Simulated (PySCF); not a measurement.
Cd(Me)(Et) (C₃H₈Cd), SMILES C[CH2][Cd][CH3]. Heavy atoms are numbered as in [Cd:1]([CH3:2])[CH2:6][CH3:7]. Hydrogens are named by the atom that carries them.

Geometry: B3LYP-D3(BJ)/def2-SVP. The structure was generated by enumeration; whether it is a known compound was not checked. The def2 effective core potentials stand for the cores of Cd; spin–orbit coupling is left out. One conformer was computed; it need not be the lowest.

These are PBE/def2-TZVP (PySCF) values and carry that method's errors.

Atomic charges (e), one atom of each kind:

```csv
atom,Mulliken,Löwdin
Cd1,0.54,0.74
C2 (CH3),-0.66,-0.69
H on C2,0.12,0.11
C6 (CH2),-0.44,-0.57
C7 (CH3),-0.37,-0.38
H on C6,0.11,0.12
H on C7,0.11,0.12
```
